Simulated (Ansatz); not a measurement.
W4. Charge 0, multiplicity 3. Geometry PBE0-D4/def2-SVP, that of the charge +1 doublet; atoms count from 1.

```xyz
4

W    -0.302    1.469    0.001
W     1.063   -0.490   -0.937
W    -1.428   -0.419   -0.311
W     0.666   -0.560    1.247
```

In the def2 sets W takes a core potential; there is no spin–orbit coupling. The charge 0 triplet is spin-contaminated (final ⟨S²⟩ up to 2.24, 2.00 for a pure state). The structure comes from a short search, and lower isomers may exist.

(1) Estimate the Mulliken populations from the PBE0/def2-TZVP orbitals of Ansatz.

(2) Where does the spin sit?

(3) And the Mayer bond orders between heavy atoms (over 0.3)?

Answers

(1) 
| atom | charge (e) | spin (α − β) | d electrons |
| --- | --- | --- | --- |
| W1 | -0.02 | 0.63 | 4.49 |
| W2 | 0.04 | 1.12 | 4.52 |
| W3 | -0.03 | 0.44 | 4.49 |
| W4 | 0.01 | -0.19 | 4.55 |
Mulliken values depend strongly on the basis.

(2) Summed by element: W 2.00, of 2 unpaired in all. Largest on single atoms: W2 1.12, W1 0.63, W3 0.44.

(3) W1–W2 1.44 (2.56 Å); W1–W3 2.80 (2.22 Å); W1–W4 1.48 (2.57 Å); W2–W3 1.52 (2.57 Å); W2–W4 2.88 (2.22 Å); W3–W4 1.35 (2.61 Å).
